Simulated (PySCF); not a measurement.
## Computed vibrations of [Yb(N2)]3+

[Yb(N2)]3+ (singlet in the valence; each metal's 4f electrons, 13 of them, lie in its core potential, out of spins and levels). PySCF 2.14.0, RKS BP86, Yb lcecp-1-SVP with ECP59, N def2-SVP; non-relativistic Hamiltonian with scalar-relativistic core potentials where named; density fitting; no spin-orbit coupling. Central differences of gradients.

```xyz
3

Yb    0.0000    0.0000   -0.3994
N     0.0000    0.0000    1.9184
N     0.0000    0.0000    3.0434
```

Run from Python with OMP_NUM_THREADS=2. Where DIIS fails, smearing, a level shift and second-order steps follow.
It took 8.5 s on 2 threads of Intel(R) Xeon(R) 6975P-C (Granite Rapids), with other jobs on the host.

Question: What are the harmonic wavenumbers and infrared intensities?

Answer: Modes are labelled in C∞v; negative numbers are unstable modes, those under 60 cm⁻¹ near the noise; a finer grid moves soft modes by up to 10 cm⁻¹.
```json
{"cm⁻¹": "259", "km/mol": "6.4", "symmetry": "π"}
{"cm⁻¹": "259", "km/mol": "6.4", "symmetry": "π"}
{"cm⁻¹": "306", "km/mol": "16.3", "symmetry": "σ+"}
{"cm⁻¹": "2272", "km/mol": "336.5", "symmetry": "σ+"}
```

Question: Is this a minimum?

Answer: Yes. Ideal gas at 298.15 K and 1 bar: S = 274.2 J/(mol K), Cp = 50.7 J/(mol K), H − H(0 K) = 12.2 kJ/mol (rigid rotor, harmonic modes, spin degeneracy alone, that of the 4f electrons in the core included).

An lcecp potential fixes the number of 4f electrons, so in runs with it no electron can move into or out of that shell.
